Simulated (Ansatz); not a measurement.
# Abstraction of H: SiH(OH)2(SiH3) + C2H6AlS → Si(OH)2(SiH3) + C2H7AlS

Gas-phase species: SiH(OH)2(SiH3), singlet; C2H6AlS `[CH3][Al][S]C`, doublet; Si(OH)2(SiH3), doublet; C2H7AlS `[CH3][AlH][S]C`, singlet. A radical takes H: the energy is the difference in strength between the Si–H bond broken and the Al–H bond made.

Shapes, held fixed at every level: PBE0-D4/def2-TZVP. Flexible molecules stand in one conformer, not always the lowest. Programs: Ansatz 0.2.0. The zero-point and thermal change to 298 K, harmonic and unscaled (PBE0-D4/def2-TZVP), is -4.8 kJ/mol.

Q: Estimate ΔH(298 K) of this reaction.

A: The highest level, CCSD(T)/CBS estimate, gives ΔH(298 K) = +30.8 kJ/mol; the levels span +24.1 to +31.2. The column of differences is taken from that level and isn't an error. No measured value is set beside it here. Open shells run unrestricted. The CBS estimate extrapolates MP2 from def2-TZVPP and def2-QZVPP and adds CCSD(T) − MP2 in the triple-zeta set, cores frozen. Times are processor times on shared x86 and Arm servers, and rough.

| level | kind | ΔH(298 K) (kJ/mol) | less CCSD(T)/CBS estimate | CPU time (sum over the molecules) |
| --- | --- | --- | --- | --- |
| B3LYP-D4/def2-TZVPP | global hybrid | +27.4 | -3.4 | 60 s |
| BHLYP-D4/def2-TZVPP | global hybrid | +30.3 | -0.5 | 48 s |
| PBE0-D4/def2-TZVPP | global hybrid | +31.2 | +0.4 | 44 s |
| r2SCAN0-D4/def2-TZVPP | global hybrid | +29.9 | -0.9 | 73 s |
| wB97M-V/def2-TZVPP | range-separated hybrid | +24.1 | -6.7 | 2.2 min |
| B2PLYP/def2-TZVPP | double hybrid | +29.9 | -0.9 | 63 s |
| CCSD(T)/CBS estimate | coupled cluster or CI | +30.8 | 0.0 | – |
